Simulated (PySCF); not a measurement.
FK, charge +1, doublet, at the geometry of the source list (a state made from the parent by changing its charge; the spin is typed, not shown lowest); PySCF with TPSS/3-21G.

Input for PySCF:
```python
from pyscf import gto, scf, dft

mol = gto.M(
    atom='''
K    -0.539800   -0.445200   -0.729200
F     0.539800    0.445200    0.729200
''',
    basis='3-21g',
    charge=1,
    spin=1,
    verbose=4,
)

mf = dft.UKS(mol)
mf.xc = 'tpss'
mf.grids.level = 5
mf.kernel()
```

Question: Predict the main parts of the log of this PySCF run.

Answer: 
```
PySCF version 2.14.0

[INPUT] verbose = 4
[INPUT] num. atoms = 2
[INPUT] num. electrons = 27
[INPUT] charge = 1
[INPUT] spin (= nelec alpha-beta = 2S) = 1
[INPUT] symmetry False subgroup None
[INPUT] Mole.unit = angstrom
[INPUT] Symbol           X                Y                Z      unit          X                Y                Z       unit  Magmom
[INPUT]  1 K     -0.539800000000  -0.445200000000  -0.729200000000 AA   -1.020074162040  -0.841306070656  -1.377988290033 Bohr   0.0
[INPUT]  2 F      0.539800000000   0.445200000000   0.729200000000 AA    1.020074162040   0.841306070656   1.377988290033 Bohr   0.0

nuclear repulsion = 44.7699272795262
number of shells = 14
number of NR pGTOs = 54
number of NR cGTOs = 26
basis = 3-21g
ecp = {}

******** <class 'pyscf.dft.uks.UKS'> ********
method = UKS
initial guess = minao
damping factor = 0
level_shift factor = 0
DIIS = <class 'pyscf.scf.diis.CDIIS'>
diis_start_cycle = 1
diis_space = 8
diis_damp = 0
SCF conv_tol = 1e-09
SCF conv_tol_grad = None
SCF max_cycles = 50
direct_scf = True
direct_scf_tol = 1e-13
number electrons alpha = 14  beta = 13
XC library pyscf.dft.libxc version 7.1.2
    S. Lehtola, C. Steigemann, M. J. T. Oliveira, and M. A. L. Marques,  SoftwareX 7, 1–5 (2018)
XC functionals = tpss
    J. Tao, J. P. Perdew, V. N. Staroverov, and G. E. Scuseria,  Phys. Rev. Lett. 91, 146401 (2003)
    J. P. Perdew, J. Tao, V. N. Staroverov, and G. E. Scuseria,  J. Chem. Phys. 120, 6898 (2004)
    J. Tao, J. P. Perdew, V. N. Staroverov, and G. E. Scuseria,  Phys. Rev. Lett. 91, 146401 (2003)
    J. P. Perdew, J. Tao, V. N. Staroverov, and G. E. Scuseria,  J. Chem. Phys. 120, 6898 (2004)
radial grids:
    Treutler-Ahlrichs [JCP 102, 346 (1995); DOI:10.1063/1.469408] (M4) radial grids

becke partition: Becke, JCP 88, 2547 (1988); DOI:10.1063/1.454033
pruning grids: <function nwchem_prune>
grids dens level: 5
symmetrized grids: False
atomic radii adjust function: <function treutler_atomic_radii_adjust>
small_rho_cutoff = 0
Set gradient conv threshold to 3.16228e-05
tot grids = 87032
init E= -695.679354644811

cycle= 1 E= -695.895397084623  delta_E= -0.216  |g|= 0.097  |ddm|= 0.873
cycle= 2 E= -695.899984661465  delta_E= -0.00459  |g|= 0.081  |ddm|= 0.18
cycle= 3 E= -695.90183516988  delta_E= -0.00185  |g|= 0.00726  |ddm|= 0.0505
cycle= 4 E= -695.901856195739  delta_E= -2.1e-05  |g|= 0.00112  |ddm|= 0.00966
cycle= 5 E= -695.901857067413  delta_E= -8.72e-07  |g|= 9.34e-05  |ddm|= 0.00183
cycle= 6 E= -695.901857071243  delta_E= -3.83e-09  |g|= 1.08e-05  |ddm|= 8.64e-05
cycle= 7 E= -695.901857071296  delta_E= -5.32e-11  |g|= 8.39e-07  |ddm|= 1.09e-05
Extra cycle  E= -695.901857071299  delta_E= -2.96e-12  |g|= 6.54e-07  |ddm|= 4.41e-06
converged SCF energy = -695.901857071299  <S^2> = 0.75034995  2S+1 = 2.0003499
```
